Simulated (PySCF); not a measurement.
A calculated (r2SCANh, PySCF 2.14, x2c-TZVPPall with one added diffuse shell each of s, p, d, f type, scalar relativity by spin-free X2C-1e) atom or ion has these occupied shells.

```json
{"shell": "1s α", "electrons": "1", "orbital energy (eV)": "-46696.0", "rms radius, mean of both spins (bohr)": "0.0259"}
{"shell": "1s β", "electrons": "1", "orbital energy (eV)": "-46695.9", "rms radius, mean of both spins (bohr)": "0.0259"}
{"shell": "2s α", "electrons": "1", "orbital energy (eV)": "-7680.3", "rms radius, mean of both spins (bohr)": "0.105"}
{"shell": "2s β", "electrons": "1", "orbital energy (eV)": "-7680.2", "rms radius, mean of both spins (bohr)": "0.105"}
{"shell": "2p α", "electrons": "3", "orbital energy (eV)": "-6860.6", "rms radius, mean of both spins (bohr)": "0.0941"}
{"shell": "2p β", "electrons": "3", "orbital energy (eV)": "-6860.6", "rms radius, mean of both spins (bohr)": "0.0941"}
{"shell": "3s α", "electrons": "1", "orbital energy (eV)": "-1714.5", "rms radius, mean of both spins (bohr)": "0.272"}
{"shell": "3s β", "electrons": "1", "orbital energy (eV)": "-1712.2", "rms radius, mean of both spins (bohr)": "0.272"}
{"shell": "3p α", "electrons": "3", "orbital energy (eV)": "-1455.5", "rms radius, mean of both spins (bohr)": "0.272"}
{"shell": "3p β", "electrons": "3", "orbital energy (eV)": "-1453.2", "rms radius, mean of both spins (bohr)": "0.272"}
{"shell": "3d α", "electrons": "5", "orbital energy (eV)": "-1099.4", "rms radius, mean of both spins (bohr)": "0.251"}
{"shell": "3d β", "electrons": "5", "orbital energy (eV)": "-1097.5", "rms radius, mean of both spins (bohr)": "0.251"}
{"shell": "4s α", "electrons": "1", "orbital energy (eV)": "-366.83", "rms radius, mean of both spins (bohr)": "0.615"}
{"shell": "4s β", "electrons": "1", "orbital energy (eV)": "-361.39", "rms radius, mean of both spins (bohr)": "0.615"}
{"shell": "4p α", "electrons": "3", "orbital energy (eV)": "-280.74", "rms radius, mean of both spins (bohr)": "0.652"}
{"shell": "4p β", "electrons": "3", "orbital energy (eV)": "-275.12", "rms radius, mean of both spins (bohr)": "0.652"}
{"shell": "4d α", "electrons": "5", "orbital energy (eV)": "-158.04", "rms radius, mean of both spins (bohr)": "0.720"}
{"shell": "4d β", "electrons": "5", "orbital energy (eV)": "-152.01", "rms radius, mean of both spins (bohr)": "0.720"}
{"shell": "5s α", "electrons": "1", "orbital energy (eV)": "-66.247", "rms radius, mean of both spins (bohr)": "1.47"}
{"shell": "5s β", "electrons": "1", "orbital energy (eV)": "-63.515", "rms radius, mean of both spins (bohr)": "1.47"}
{"shell": "5p α", "electrons": "3", "orbital energy (eV)": "-44.170", "rms radius, mean of both spins (bohr)": "1.70"}
{"shell": "5p β", "electrons": "3", "orbital energy (eV)": "-42.172", "rms radius, mean of both spins (bohr)": "1.70"}
{"shell": "4f α", "electrons": "5", "orbital energy (eV)": "-27.494", "rms radius, mean of both spins (bohr)": "1.01"}
{"shell": "6s α", "electrons": "1", "orbital energy (eV)": "-16.540", "rms radius, mean of both spins (bohr)": "3.75"}
```

**Question.** Name the element and its charge.

**Answer.** Sm²⁺ (samarium, charge +2), in [Xe] 4f5 6s1, one real determinant (an excited configuration).
